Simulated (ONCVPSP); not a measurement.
## An all-electron radial function and its pseudo partner (P)

Columns: radius, all-electron u(r) and pseudo u(r) of the 3s shell (level -14.02 eV) of phosphorus in the configuration [Ne] 3s2 3p3; LDA (Perdew-Zunger), scalar-relativistic, ONCV scheme, ONCVPSP 4.0.1.

| r (bohr) | all-electron | pseudo |
| --- | --- | --- |
| 0.082 | 0.1664 | 0.0186 |
| 0.165 | -0.0858 | 0.0390 |
| 0.248 | -0.2945 | 0.0630 |
| 0.330 | -0.3777 | 0.0921 |
| 0.413 | -0.3559 | 0.1290 |
| 0.495 | -0.2657 | 0.1734 |
| 0.578 | -0.1362 | 0.2260 |
| 0.660 | 0.0066 | 0.2839 |
| 0.742 | 0.1494 | 0.3459 |
| 0.825 | 0.2845 | 0.4109 |
| 0.908 | 0.4048 | 0.4770 |
| 0.990 | 0.5068 | 0.5417 |
| 1.072 | 0.5914 | 0.6039 |
| 1.155 | 0.6598 | 0.6615 |
| 1.238 | 0.7122 | 0.7105 |
| 1.320 | 0.7494 | 0.7479 |
| 1.402 | 0.7740 | 0.7734 |
| 1.485 | 0.7877 | 0.7876 |
| 1.568 | 0.7917 | 0.7917 |
| 1.650 | 0.7877 | 0.7877 |
| 1.733 | 0.7771 | 0.7770 |
| 1.815 | 0.7612 | 0.7612 |
| 1.898 | 0.7409 | 0.7409 |
| 1.980 | 0.7176 | 0.7176 |
| 2.062 | 0.6919 | 0.6919 |
| 2.145 | 0.6641 | 0.6641 |

Q: How many radial nodes do the two functions have?

A: The all-electron 3s function has n − l − 1 = 2; the pseudo-wave has 0, since the states of the same l below it are removed with the core.

Q: At about which radius was the pseudo-wave matched?

A: 1.60 bohr. The columns agree to 0.0005 from 1.49 bohr on; several derivatives are matched, so the curves merge somewhat inside the radius.

Q: Is the pseudo-wave norm-conserving?

A: Yes: the ONCV scheme keeps the norm inside the radius equal to the all-electron one, which fixes the energy derivative of the logarithmic derivative at the level.
